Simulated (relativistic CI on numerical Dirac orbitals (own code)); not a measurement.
# Energy levels of He+

Calculated at this level of theory: Dirac equation for one electron, model QED (radiative potential, 1s self-energy scaled to tabulated hydrogen-like ionisation energies) (own radial code, finite nucleus).

CI space: 1s, 2p, 2s, 3p, 3s, 3d, 4p, 4s, 4d, 4f, 5s, 5p, 5d, 5f, 5g, 6s, 6p, 6d. Levels of other configurations are missing.

The lowest level is 1s ²S1/2, with 100 % of that term; Hund's rules for 1s give ²S with J = 1/2, in agreement.

```
No.  Configuration  Term    J  E (cm⁻¹)    %  Landé g
  1             1s    ²S  1/2         0  100    2.002
  2             2p   ²P°  1/2    329179  100    0.666
  3             2s    ²S  1/2    329180  100    2.002
  4             2p   ²P°  3/2    329185  100    1.334
  5             3p   ²P°  1/2    390141  100    0.666
  6             3s    ²S  1/2    390141  100    2.002
  7             3d    ²D  3/2    390143  100    0.800
  8             3p   ²P°  3/2    390143  100    1.334
  9             3d    ²D  5/2    390143  100    1.200
 10             4p   ²P°  1/2    411477  100    0.666
 11             4s    ²S  1/2    411477  100    2.002
 12             4d    ²D  3/2    411478  100    0.800
 13             4p   ²P°  3/2    411478  100    1.334
 14             4f   ²F°  5/2    411478  100    0.857
 15             4d    ²D  5/2    411478  100    1.200
 16             4f   ²F°  7/2    411478  100    1.143
 17             5p   ²P°  1/2    421353  100    0.666
 18             5s    ²S  1/2    421353  100    2.002
 19             5d    ²D  3/2    421353  100    0.800
 20             5p   ²P°  3/2    421353  100    1.334
 21             5f   ²F°  5/2    421353  100    0.857
 22             5d    ²D  5/2    421353  100    1.200
 23             5g    ²G  7/2    421353  100    0.889
 24             5f   ²F°  7/2    421353  100    1.143
 25             5g    ²G  9/2    421353  100    1.111
 26             6p   ²P°  1/2    426717  100    0.666
 27             6s    ²S  1/2    426717  100    2.002
 28             6d    ²D  3/2    426717  100    0.800
 29             6p   ²P°  3/2    426717  100    1.334
 30             6d    ²D  5/2    426717  100    1.200
```

Energies count from the lowest computed level; ° marks odd parity.
